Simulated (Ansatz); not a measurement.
The cluster H₄W₂⁻, relaxed as a doublet with UKS r2SCAN-D4/def2-TZVPD in Ansatz, starting from the GFN2-xTB geometry. Force threshold 0.02 eV/Å.

In the def2 sets W takes a core potential; there is no spin–orbit coupling. The charge -1 doublet is spin-contaminated (final ⟨S²⟩ up to 1.59, 0.75 for a pure state). The highest occupied level of the charge -1 doublet lies above zero (up to 0.21 eV). Its loss leaves the charge 0 singlet, which lies 2.51 eV higher (vertical, at r2SCAN-D4/def2-TZVPD), but this difference is unsure: the singlet is doubtful (geometry relaxed on an unsound state). The relaxation made no stability test and no search for a lower SCF solution. Another isomer (doublet) lies 0.15 eV lower at PBE-D4/def2-TZVPD.

Start:

Cartesian coordinates in Å:
```
W -0.966 -0.846 0.169
W 0.530 1.177 0.099
H 1.888 0.700 -0.614
H -1.077 -1.119 1.748
H -0.119 -2.046 -0.479
H -0.256 2.134 -0.922
```

Estimate the energy that the relaxation releases and the steps that it takes.

46.9 kcal/mol, in 16 steps; 54 s on 4 threads of Arm Neoverse V2 on a shared host. The force fell under the threshold at step 14, but the optimiser went on. No frequencies were taken in this run, so the end may be a saddle point.

Does the start keep its bonding?

By distances, no bond broke or formed. The bond that changes most is W1–W2, from 2.52 to 2.22 Å (atoms count from 1).

Predict the relaxed structure.


```xyz
6

W    -0.8474   -0.9352   -0.0559
W     0.4421    0.8380   -0.4028
H     2.1255    0.3888   -0.9431
H    -1.6178   -0.4472    1.4416
H     0.4196   -2.1296   -0.1437
H    -0.5220    2.2853    0.1040
```
Bond lengths (bridged metal pairs left out): 1 × W–W 2.22 Å; 4 × H–W 1.74 to 1.82 Å.
